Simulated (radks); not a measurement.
The table gives one normalised radial function P(r) = r R(r) of S6+ in [Ne] (r in bohr). All-electron calculation, non-relativistic Kohn-Sham, r2SCAN, spin-polarised, spherical densities, point nucleus; meta-GGA in the generalised Kohn-Sham scheme. Program: a radial shooting solver on a logarithmic mesh with Libxc functionals.

r,P
0.0035,0.0459
0.004413,0.0571
0.005566,0.0706
0.007019,0.0870
0.008852,0.1064
0.01116,0.1292
0.01408,0.1551
0.01761,0.1827
0.02221,0.2128
0.02801,0.2421
0.03533,0.2669
0.04455,0.2817
0.05618,0.2792
0.07085,0.2503
0.08864,0.1891
0.1118,0.0854
0.141,-0.0583
0.1778,-0.2285
0.2242,-0.3929
0.2828,-0.5030
0.3566,-0.5027
0.4461,-0.3575
0.5626,-0.0549
0.7096,0.3422
0.8948,0.7104
1.128,0.9260
1.423,0.9200
1.795,0.7005
2.245,0.4077
2.832,0.1666
3.571,0.0451
4.504,0.0073

Which n and l does it have? It may be an empty orbital.

Answer. n = 3, l = 0: the number of nodes gives n - l - 1 = 2, the rise at small r (about r^(l+1)) gives l, and the extent must fit the shell. The curve is that of 3s. 3s (empty): eigenvalue -89.929 eV, 2 radial nodes at r = 0.129, 0.582 bohr, <r> = 1.39 bohr, 90 % of the charge inside 2.04 bohr.
